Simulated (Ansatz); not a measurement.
Gas-phase reaction R1 + R2 → P1, each structure at its B3LYP-D3(BJ)/def2-TZVP stationary point, reached from a drawn start (curvature not checked).
R1: BCl3 (SMILES ClB(Cl)Cl), charge 0, multiplicity 1.
P1: BCl3H3N (SMILES [NH3+][B-](Cl)(Cl)Cl), charge 0, multiplicity 1.
R2, NH3 (SMILES N) (charge 0, multiplicity 1):
```xyz
4

N      0.000     0.000     0.279
H      0.000     0.943    -0.093
H      0.817    -0.471    -0.093
H     -0.817    -0.471    -0.093
```

P less R. No zero-point or thermal terms.

Cores are frozen in the correlated methods.

The values were computed with Ansatz (a quantum-chemistry and plane-wave program). Each number belongs to the level named beside it.

Predict the reaction energy from CCSD/cc-pV(D+d)Z.

-26.4 kcal/mol

What reaction energy does PBE0/def2-TZVPP give?

-26.2 kcal/mol

Predict the reaction energy from B3LYP/def2-TZVPP.

-20.7 kcal/mol
